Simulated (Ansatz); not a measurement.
WO4H, that is [WO3(OH)]- with one electron fewer, relaxed as a doublet with UKS r2SCAN-D4/def2-SVPD in Ansatz, starting from the r2SCAN-D4/def2-SVPD geometry of the charge -1 singlet. Force threshold 0.02 eV/Å.

In the def2 sets W takes a core potential; there is no spin–orbit coupling.

Start:

```xyz
6

W    -0.4413   -0.1182    0.0422
O    -1.3552   -0.2245    1.5429
O    -1.1879    1.0502   -1.0445
O    -0.3969   -1.6865   -0.7588
O     1.3824    0.4527    0.4772
H     1.9989    0.5263   -0.2590
```

```csv
step,energy (eV),largest force component (eV/Å),SCF passes
1,-10024.1851,2.473,34
2,-10024.2837,1.011,50
3,-10024.3081,0.599,48
4,-10024.3235,0.457,46
5,-10024.3336,0.524,52
6,-10024.3391,0.336,38
7,-10024.3434,0.226,41
8,-10024.3500,0.344,44
9,-10024.3552,0.321,45
10,-10024.3581,0.678,46
11,-10024.3638,0.488,44
12,-10024.3670,0.557,42
13,-10024.3763,0.119,39
14,-10024.3792,0.188,37
15,-10024.3808,0.268,37
16 (rejected),-10024.3606,1.086,44
17,-10024.3831,0.098,38
18,-10024.3835,0.043,39
19,-10024.3836,0.018,39
20,-10024.3836,0.007,36
```

Force components are those of the run's own axes.

End:

| atom | x (Å) | y (Å) | z (Å) |
| --- | --- | --- | --- |
| W1 | -0.4031 | -0.0852 | 0.0033 |
| O2 | -1.2799 | -0.2179 | 1.5068 |
| O3 | -1.4748 | 1.0254 | -1.0254 |
| O4 | -0.3489 | -1.6239 | -0.7778 |
| O5 | 1.3274 | 0.6159 | 0.3011 |
| H6 | 2.1794 | 0.2856 | -0.0080 |

By distances, no bond broke or formed. The bond that changes most is W1–O3, from 1.76 to 1.85 Å (atoms count from 1).

The force fell under the threshold at step 19, but the optimiser went on. No frequencies were taken in this run, so the end may be a saddle point.

It took 76 s on 4 threads of Arm Neoverse V1 on a shared host.
